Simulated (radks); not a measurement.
Polarisabilities and homonuclear dispersion coefficients (atomic units). All-electron calculation, non-relativistic Kohn-Sham, LDA (Slater exchange, VWN5 correlation), spin-polarised, spherical densities, point nucleus; open shells are filled with parallel spins first (spin-orbit coupling, left out, can overturn this in heavy ions). Program: a radial shooting solver on a logarithmic mesh with Libxc functionals. Response by self-consistent Sternheimer equations with the Hartree and adiabatic LDA kernel. For heavy and open-shell atoms this level of theory can miss by tens of per cent. "Uncoupled" leaves out the induced potential. Quadrupole and octupole values are given only where no p, d or f shell is open. The Sternheimer factor gamma scales a distant field gradient at the nucleus by 1 - gamma.

species,configuration,alpha1 (bohr^3),"alpha1, uncoupled",alpha2 (bohr^5),alpha3 (bohr^7),C6,C8,Sternheimer gamma,recommended alpha1
Cr,[Ar] 3d5 4s1,68.26,106.2,-,-,561.1,-,-,83 +/- 12
In+,[Kr] 4d10 5s2,26.32,51.24,149.0,1543,181.3,5979,-17.7,-
Co3+,[Ar] 3d6,1.837,2.264,-,-,4.436,-,-,-
Ni,[Ar] 3d8 4s2,46.25,83.73,-,-,366.7,-,-,49 +/- 3
Rb,[Kr] 5s1,300.5,352.8,7935,258100,4285,636400,-20.0,319.8 +/- 0.3
Ar,[Ar],12.00,17.96,61.51,691.2,70.44,1904,-32.9,11.083 +/- 0.007
Xe2+,[Kr] 4d10 5s2 5p4,13.22,22.78,-,-,95.20,-,-,-
Zn2+,[Ar] 3d10,2.896,3.674,9.567,35.49,7.779,94.59,-9.93,-
Zr+,[Kr] 4d2 5s1,56.87,86.48,-,-,474.1,-,-,-

Recommended values: Schwerdtfeger and Nagle, table of static dipole polarisabilities (2023 update), measured or computed.

Beside tabulated values, note that relativity, absent from the non-relativistic runs, is large for the heavy elements.
